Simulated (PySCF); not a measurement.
B, charge -1, triplet (in this run its highest filled SCF level lies above zero, so its values depend strongly on the basis, on diffuse functions most of all); HF/6-31G* run with PySCF.

Here is a job for PySCF.
```python
from pyscf import gto, scf

mol = gto.M(
    atom='''
B     0.00000000    0.00000000    0.00000000
''',
    basis='6-31g*',
    charge=-1,
    spin=2,
    verbose=4,
)

mf = scf.UHF(mol)
mf.kernel()
```

Output, abridged:

```
PySCF version 2.14.0

[INPUT] verbose = 4
[INPUT] num. atoms = 1
[INPUT] num. electrons = 6
[INPUT] charge = -1
[INPUT] spin (= nelec alpha-beta = 2S) = 2
[INPUT] symmetry False subgroup None
[INPUT] Mole.unit = angstrom
[INPUT] Symbol           X                Y                Z      unit          X                Y                Z       unit  Magmom
[INPUT]  1 B      0.000000000000   0.000000000000   0.000000000000 AA    0.000000000000   0.000000000000   0.000000000000 Bohr   0.0

nuclear repulsion = 0
number of shells = 6
number of NR pGTOs = 27
number of NR cGTOs = 14
basis = 6-31g*
ecp = {}

******** <class 'pyscf.scf.uhf.UHF'> ********
method = UHF
initial guess = minao
damping factor = 0
level_shift factor = 0
DIIS = <class 'pyscf.scf.diis.CDIIS'>
diis_start_cycle = 1
diis_space = 8
diis_damp = 0
SCF conv_tol = 1e-09
SCF conv_tol_grad = None
SCF max_cycles = 50
direct_scf = True
direct_scf_tol = 1e-13
number electrons alpha = 4  beta = 2
Set gradient conv threshold to 3.16228e-05
init E= -24.33682551656

cycle= 1 E= -24.4537430283873  delta_E= -0.117  |g|= 0.0997  |ddm|= 0.826
cycle= 2 E= -24.4634119484164  delta_E= -0.00967  |g|= 0.0275  |ddm|= 0.243
cycle= 3 E= -24.464462223494  delta_E= -0.00105  |g|= 0.00763  |ddm|= 0.0771
cycle= 4 E= -24.4645673486753  delta_E= -0.000105  |g|= 0.00194  |ddm|= 0.0302
cycle= 5 E= -24.4645744798481  delta_E= -7.13e-06  |g|= 0.000252  |ddm|= 0.0102
cycle= 6 E= -24.4645745853063  delta_E= -1.05e-07  |g|= 1.84e-05  |ddm|= 0.00139
cycle= 7 E= -24.4645745856501  delta_E= -3.44e-10  |g|= 3.11e-07  |ddm|= 5.44e-05
Extra cycle  E= -24.4645745856501  delta_E= -5.68e-14  |g|= 6.25e-08  |ddm|= 5.64e-07
converged SCF energy = -24.4645745856501  <S^2> = 2.002784  2S+1 = 3.0018554
```
